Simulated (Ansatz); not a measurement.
A calculation with Ansatz (development build ahead of 0.2.0).

```yaml
crystal:
  periodic: [false, false, false]
  atoms:
    - { symbol: Mn, position_ang: [0.0, 0.0, 0.0] }
    - { symbol: Co, position_ang: [0.0, 0.0, 3.9008] }
basis:
  gaussian: { orbitals: pcseg-2 }
magnetization:
  spin_polarized: true
  initial_magnetization: 2
hamiltonian:
  xc: hf
```

The input is written out in the form of the current development build from the run's settings.

Results

| Item | Value |
| --- | --- |
| Converged | yes |
| Total energy | -2531.24512 hartree |
| Spin squared of the determinant | 5.035 |
| Stability test | minimum |

Caution: the unrestricted determinant is a mixture of spin states.
